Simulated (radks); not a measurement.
Initial-state core-level shifts of the lead ion Pb3+ when its valence configuration changes from [Xe] 4f14 5d10 6s1. Method: Dirac Kohn-Sham, BLYP, spin-unpolarised, spherical densities, point nucleus; open shells are shared between the two j in proportion to 2j + 1; computed with a radial shooting solver on a logarithmic mesh with Libxc functionals. Shifts are changes of the shell-averaged eigenvalues in eV (positive: less bound).

valence,1s,2s,3p,5p
4f12 5d10 6s1 6p2,-42.599,-45.936,-50.305,-18.998
4f13 5d10 6s1 6p1,-20.900,-22.514,-24.668,-9.428
4f13.5 5d10 6s1 6p0.5,-10.346,-11.139,-12.208,-4.693
4f14 5d9 6s2,-4.747,-4.998,-4.890,-4.088
4f13 5d10 6s2,-19.166,-20.825,-22.969,-7.779
4f14 5d9.5 6s1.5,-2.353,-2.475,-2.423,-2.036
4f11 5d10 6s2 6p2,-63.407,-68.618,-75.243,-27.130
4f12 5d9 6s2 6p2,-47.904,-51.554,-55.759,-23.326
4f14 5d9 6s1 6p1,-6.471,-6.677,-6.578,-5.723
